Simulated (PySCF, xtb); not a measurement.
H₅OSi₂, SMILES [SiH3]O[SiH2] (connectivity only; charge and spin as stated), charge +1, multiplicity 1.

GFN2-xTB run with xtb at its own geometry gives an orbital gap of 3.19 eV.

Geometry optimised at B3LYP-D3(BJ)/def2-TZVP. The multiplicity is an assumed one; other spin states were not compared. The isomer is the one that the SMILES or the coordinates give; other isomers of the formula were not compared.

### Question
What does PySCF with r2SCAN/def2-TZVPD give? (Estimate from the structure and the level; the computed values follow.)

### Answer
gap 4.15 eV (levels -13.09 and -8.94 eV).
